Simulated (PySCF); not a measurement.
Te(OH)(NH2) (H3NOTe), SMILES O[Te]N. Coordinates come from a PBE0-D3(BJ)/def2-TZVP optimisation. The def2 effective core potentials stand for the cores of Te; spin–orbit coupling is left out. Other conformers were not sampled.

All values below come from PBE0-D3(BJ)/def2-TZVP in PySCF.

Harmonic wavenumbers (cm⁻¹): 212, 391, 437, 489, 602, 698, 922, 989, 1573, 3562, 3674, 3864. Rotational constants (GHz): 11.11, 6.153, 4.099; symmetry number 1.

Problem. Work out the zero-point energy and the ideal-gas rigid-rotor harmonic-oscillator thermochemistry at 298.15 K and 1 atm.

Solution. ZPE = ½ Σ hcν = ½ × 17413 cm⁻¹ = 104.16 kJ/mol. H − E(el) = 118.62 kJ/mol. Entropy in J/(mol K): translation 172.09, rotation 102.73, vibration 23.16, total 297.98. G − E(el) = 29.77 kJ/mol. Cp = 69.88 J/(mol K).
